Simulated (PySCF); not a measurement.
## C₆ coefficients of unlike pairs at PW91

Calculated with PySCF 2.14 from the dipole response of each species, C₆(A,B) = (3/π) ∫ α_A(iu) α_B(iu) du, in atomic units, from isotropic polarisabilities. For ions this is the dispersion term alone; charge-induced terms of lower order in 1/R come first.

| species | configuration | basis | relativity | α (bohr³) | C₆ (like pair) |
| --- | --- | --- | --- | --- | --- |
| Cl⁺ | [Ne] 3s2 3p4 (3P) | aug-cc-pCVTZ-DK with one added diffuse shell each of s, p, d, f type (9s8p6d4f) | spin-free X2C | 8.787 | 41.66 |
| Si | [Ne] 3s2 3p2 (3P) | aug-cc-pV(T+d)Z (6s5p4d2f) | none | 41.40 | 342.3 |
| Sc⁺ | [Ar] 3d1 4s1 (3D) | aug-cc-pVTZ (8s7p5d3f2g) | none | 59.71 | 404.8 |
| Sc²⁺ | [Ar] 3d1 (2D) | x2c-TZVPPall with one added diffuse shell each of s, p, d, f type (7s6p5d3f1g) | spin-free X2C | 5.172 | 14.81 |

Q: Estimate C₆ for Sc⁺ with Si.

A: The integral gives 361.0. The combination rule 2 C_A C_B / (C_A α_B/α_A + C_B α_A/α_B) gives 357.9 and the geometric mean 372.2.

No spin-orbit coupling is included.

The other pairs:

| pair | C₆ |
| --- | --- |
| Sc²⁺, Sc⁺ | 60.77 |
| Si, Cl⁺ | 107.8 |
| Sc⁺, Cl⁺ | 105.7 |
| Sc²⁺, Si | 61.21 |
| Sc²⁺, Cl⁺ | 24.48 |
